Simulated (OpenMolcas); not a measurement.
# Cr2+ in SrF2: curves along the breathing mode

Cr2+ with its 8 nearest fluoride ions, on the Sr site of SrF2 (a = 5.796 Å, distance in the model lattice 2.510 Å). The rest of the host is ab initio model potentials to 7.6 Å and point charges beyond; the distance is set by hand and nothing relaxes. Ligand basis ANO-RCC-VDZP.

```
Program             : OpenMolcas 26.06
Method              : SS-CASPT2, IPEA 0.25 Eh, imaginary shift 0.1 Eh (closed shells correlated: 3s 3p and the ligand valence shells)
Basis               : ANO-RCC-VDZP [5s4p2d1f]
Scalar Hamiltonian  : DKH2, point nucleus
Active space        : 4 electrons in 5 orbitals (3d)
State averaging     : 2S+1 = 5 even, 5 roots; 2S+1 = 3 even, 45 roots; 2S+1 = 1 even, 50 roots
Spin-orbit coupling : RASSI with atomic mean-field integrals over the reference wave functions
```

Spin-free energies (labels of O, the rotations of Oh) in cm-1 above the lowest fitted minimum, as all ligands move together:

```csv
R (Å),5T2,5E,3T1,3T2,3T1(2),3T2(2),3T1(3)
2.18,1590,8410,14330,17430,19420,20750,21640
2.232,10,6010,13740,16370,18110,19260,19880
2.283,680,5980,15110,17400,18860,19990,20320
2.334,3260,7970,18210,20280,21500,22620,22640
2.386,7640,11840,23000,24890,25950,27040,26840
2.437,13480,17250,29160,30900,31760,32890,32630
2.488,20690,24080,36680,38210,38860,40090,39670
```

Cubic fits give the following; the wavenumber is harmonic, with the mass of all moving ligands, small differences in it between states hang on the degree of the fit, a number in brackets counts states of one label, and the table is a selection of at most 14 states with clean curves.

```tsv
State	R0 (Å)	Breathing mode (cm-1)	Minimum (cm-1)
5T2	2.241	422	0
5E	2.259	427	5730
3T1	2.220	404	13710
3T2	2.231	417	16380
3T1(2)	2.238	418	18080
3T2(2)	2.240	422	19260
3T1(3)	2.247	421	19790
3E	2.247	419	20870
1A1	2.206	413	18040
3A2	2.254	424	22930
3T2(3)	2.250	418	22910
3T1(4)	2.259	425	24590
3E(2)	2.255	430	24520
3A1	2.259	426	26810
```

The minimum of 5E is shifted by +0.0171 Å against 5T2 (from the unrounded fits). With M = 152.0 u for the moving shell, the Huang-Rhys factor in this mode is S = M ω ΔR² / 2ħ = 0.01483 × 152.0 × 422 × 0.0171² = 0.28. Only the first shell moves, against a rigid host.

Roots that are degenerate in the reference are averaged as groups; the widest CASPT2 spread within a group is 720 cm-1 (the 3-fold group of multiplicity 3 near 18200 cm-1 above the lowest state of its run, R = 2.283). Shifts and gaps below about the spread of the groups concerned are not significant. Over all roots computed the reference weight is 0.68 to 0.69 in R = 2.18, 0.68 to 0.69 in R = 2.232, 0.68 to 0.69 in R = 2.283, 0.68 to 0.69 in R = 2.334, 0.68 to 0.69 in R = 2.386, 0.68 to 0.69 in R = 2.437, 0.68 to 0.69 in R = 2.488; a low but even weight reflects the number of correlated electrons. An orbital triplet at a regular site is open to Jahn-Teller coupling, which can distort the site and quench the lowest spin-orbit gaps and is left out. Ligand-to-metal charge-transfer states are missing. These CASPT2 states fit no ligand-field parameters well, so their order and spin gaps are uncertain. With no ligand orbital active B as a rule stays too high, so bands that hang on it stand too high and its fall with covalency is understated. With one d shell and no ligand orbital active, 10Dq can be off by tens of per cent for divalent 3d ions, low with halides held by bare charges and at times high in hosts. Free-ion shares, where given, are those of the reference states; single-state CASPT2 does not remix them. No measured value stands beside these numbers.
